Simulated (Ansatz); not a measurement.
System: CsBr, charge 0, singlet. CsBr (SMILES [Br][Cs]).
B3LYP-D3(BJ)/def2-TZVP minimum from Ansatz (a first-principles code):
```
Cs
Br 1 3.1374
```

Total energies in hartree (Ansatz). Radicals and triplets start from unrestricted determinants; spin-orbit coupling is neglected. Cores are frozen in correlated methods (noble-gas shells, and filled d and f shells in the p block). Past Kr the def2 sets carry scalar-relativistic core potentials. Where a partner has so few electrons that a lower coupled-cluster level is exact, that level stands in. Spin-orbit terms, left out, reach several kcal/mol for Br and I, and more for heavier atoms.

```csv
species,HF/def2-TZVPP,CCSD(T)/def2-TZVPP,HF/def2-QZVPP,CCSD(T)/def2-QZVPP,CCSDT(Q)/def2-QZVPP
1: CsBr (SMILES [Br][Cs]),-2592.36814,-2592.55845,-2592.41865,-2592.63028,-2592.63100
2: Cs (doublet),-19.85520,-19.85520,-19.85522,-19.85522,-19.85522
3: Br (doublet),-2572.39810,-2572.55635,-2572.44770,-2572.62201,-2572.62277
```

Work out the atomisation energy (electronic, to ground-state atoms) in kcal/mol: take Hartree-Fock from def2-QZVPP, extrapolate the CCSD(T) correlation energy as X^-3 (X = 3, 4), and add CCSDT(Q) - CCSD(T) in def2-QZVPP. 1 hartree = 627.51 kcal/mol.


Species 1: correlation (64·(-0.21163) - 27·(-0.19031))/37 = -0.22719; step -0.00072; E1 = -2592.41865 + (-0.22719) + (-0.00072) = -2592.64656
Species 2: correlation (64·(0.00000) - 27·(0.00000))/37 = 0.00000; step +0.00000; E2 = -19.85522 + (0.00000) + (+0.00000) = -19.85522
Species 3: correlation (64·(-0.17431) - 27·(-0.15825))/37 = -0.18603; step -0.00076; E3 = -2572.44770 + (-0.18603) + (-0.00076) = -2572.63449
-1·E1 +1·E2 +1·E3 = 0.15685 hartree = 98.4 kcal/mol.
